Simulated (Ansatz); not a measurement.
Start from `CC[O][Sb]([SiH3])[O]CC` and change one atom or group to get `CC[O][SbH][SiH3]`.

Ansatz, PBE0-D4/def2-TZVP geometries, multiplicity 1. Each molecule was computed in one conformer, which needn't be the lowest.

Elements past krypton have def2 core potentials.  Spin–orbit coupling is left out; it splits and shifts lone-pair levels of the heavy atoms by tenths of an eV.

| property | `CC[O][Sb]([SiH3])[O]CC` |
| --- | --- |
| size of the dipole moment (PBE/def2-TZVPP) / D | 1.88 |
| LUMO energy (ωB97M-V/def2-TZVPP) / eV | 0.74 |
| HOMO–LUMO gap (ωB97M-V/def2-TZVPP) / eV | 9.53 |
| HOMO energy (PBE/def2-TZVPP) / eV | -5.67 |
| LUMO energy (PBE/def2-TZVPP) / eV | -1.69 |
| size of the dipole moment (B3LYP/def2-TZVPP) / D | 2.02 |

Question: Give the same properties after the change, and the shifts. (An estimate is asked.)

Answer: The calculation gave: 
```csv
property,`CC[O][SbH][SiH3]`,shift
size of the dipole moment (PBE/def2-TZVPP) / D,0.95,-0.93
LUMO energy (ωB97M-V/def2-TZVPP) / eV,0.51,-0.23
HOMO–LUMO gap (ωB97M-V/def2-TZVPP) / eV,9.39,-0.14
HOMO energy (PBE/def2-TZVPP) / eV,-5.65,0.02
LUMO energy (PBE/def2-TZVPP) / eV,-2.02,-0.33
size of the dipole moment (B3LYP/def2-TZVPP) / D,1.06,-0.96
```

With PBE0 the HOMO falls by 0.07 eV and the LUMO falls by 0.28 eV, so the gap narrows by about 0.21 eV. PBE moves the HOMO by 0.02 eV and ωB97M-V by -0.10 eV. Dipoles are sizes alone; their direction can turn.

Positive LUMOs are unbound, so they and the gaps depend on the basis.

B3LYP here is the variant with VWN-RPA as its local correlation; programs differ in this.
